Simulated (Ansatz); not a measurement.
`C[O][Al]([OH])[Br]` + HBr → `[OH][Al]([Br])[Br]` + CH₃OH  (ligand exchange at the Al–O bond)

Computed with Ansatz on PBE0-D4/def2-TZVP structures; ΔE is electronic, products minus reactants. CCSD(T)/CBS adds triple-zeta CCSD(T) − MP2 to the extrapolated MP2 energy (def2 sets, frozen cores). This one scheme is used for every species. Functionals use def2-TZVPP. For Br outer-core shells are correlated without core-valence functions, which leaves a few kJ/mol of doubt a bond. Scalar relativity is left out up to krypton. One conformer a species, not always the lowest.

`C[O][Al]([OH])[Br]`:

```xyz
9

C     0.525   -1.452    0.742
O     0.469   -0.066    0.557
Al   -0.331    0.973   -0.472
O    -0.076    2.627   -0.315
Br   -1.725    0.155   -2.039
H    -0.113   -1.995    0.035
H     1.554   -1.802    0.613
H     0.205   -1.705    1.757
H    -0.509    3.265   -0.879
```

HBr:

```xyz
2

Br   -0.610   -0.162   -0.325
H     0.610    0.162    0.325
```

`[OH][Al]([Br])[Br]`:

Cartesian coordinates in Å:
```
O -1.029 -0.183 0.863
Al 0.128 0.152 -0.305
Br 2.194 -0.702 -0.171
Br -0.436 1.475 -2.007
H -0.856 -0.742 1.620
```

CH₃OH:

```xyz
6

C    -0.145   -0.140    0.294
O     0.865    0.420   -0.513
H     0.299   -0.340    1.269
H    -0.525   -1.087   -0.108
H    -0.991    0.544    0.438
H     0.497    0.603   -1.380
```

| species | BLYP energy (Eh) |
| --- | --- |
| `C[O][Al]([OH])[Br]` | -3007.79693 |
| HBr | -2574.78235 |
| `[OH][Al]([Br])[Br]` | -5466.85152 |
| CH₃OH | -115.73478 |

Question: Work out ΔE.

Answer: ΔE = (-5466.85152) + (-115.73478) − (-3007.79693) − (-2574.78235) = -0.00702 Eh = -18.4 kJ/mol. CCSD(T)/CBS gives -27.5 kJ/mol.

Largest T1 diagnostic among the species: 0.010.

From PBE to PBE0 (25 % exact exchange), in def2-TZVPP and without D4, ΔE moves by −3.0 kJ/mol. In def2-TZVPP, CCSD(T) changes the Hartree–Fock value by +6.3 kJ/mol (the triples alone add −0.1 kJ/mol) and MP2 by +3.7 kJ/mol.
